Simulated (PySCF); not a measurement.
Compound: C6H6ClF3NS (charge +1).
Atom-mapped SMILES: `[F:1][C:2]([F:3])([F:4])[CH2:5][CH2:6][n+:7]1[cH:8][s:9][cH:10][c:11]1[Cl:12]`

Definitions: NICS(0) = −σiso at the ring centroid; NICS(1) = −σiso and NICS(1)zz = −σzz at ±1 Å along the ring normal z. Level: GIAO PBE0/pcSseg-1 (PySCF, non-relativistic, gas phase) on the GFN2-xTB geometry, one conformer.

Ring bond lengths (Å), with Mayer bond orders in brackets: N7–C8 1.327 (1.37), C8–S9 1.679 (1.32), S9–C10 1.712 (1.22), C10–C11 1.362 (1.43), C11–N7 1.376 (1.02).

Question: What do the NICS probes read (ppm)?

Answer: 
```json
{"ring": "N7–C8–S9–C10–C11", "type": "5-membered ring with N and S; formal bonds all aromatic", "NICS(0)": "-13.5", "NICS(1), two faces": "-10.9 / -10.8", "NICS(1)zz, two faces": "-26.0 / -25.9", "rms pucker (Å)": "0.00", "centre to ring atoms, mean (Å)": "1.26"}
```

Question: What do they say, and how far can they be read as aromaticity?

Answer: 
- N7–C8–S9–C10–C11: mean NICS(1)zz -25.9 ppm, shielded, aromatic by this magnetic criterion (flat ring, no four-coordinate atom).

Question: What does the geometric index give? HOMA takes Krygowski's 1993 parameters.

Answer: 
- N7–C8–S9–C10–C11: HOMA 0.91; the largest term is that of C10–C11, α(R − Ropt)² = 0.17. The geometric and the magnetic index point the same way.

Question: What is the mean of the two in-plane components of NICS at the first NICS(1) probe listed for ring N7–C8–S9–C10–C11, 1 Å off the ring?

Answer: The isotropic value is a third of the trace: (3 × -10.9 − (-26.0))/2 = -3.4 ppm.

Conformer computed: `[F:1][C:2]([F:3])([F:4])[CH2:5][CH2:6][n+:7]1[cH:8][s:9][cH:10][c:11]1[Cl:12]`: F1–C2–C5–C6 166°, C2–C5–C6–N7 55°, C5–C6–N7–C8 -99°.
